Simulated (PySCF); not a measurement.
B3LYP has the VWN-RPA correlation part, as in Gaussian. Excitations are Tamm–Dancoff values on a coarser integration grid. The basis has no diffuse functions, so Rydberg states are missing or too high.

Z-matrix (Å, degrees):
```
S
H 1 1.3476
S 1 2.0720 2 98.52
H 3 1.3476 1 98.52 2 90.37
```
Charge 0, spin multiplicity 1.

Give the T1 excitation (TDA), LUMO, HOMO, dipole moment and S1 excitation (TDA) at the level PySCF with B3LYP-D3(BJ)/def2-TZVP.


```
Item                    Value
-------------------  --------
T1 excitation (TDA)   3.96 eV
LUMO                 -1.31 eV
HOMO                 -7.28 eV
dipole moment          1.22 D
S1 excitation (TDA)   4.73 eV
```
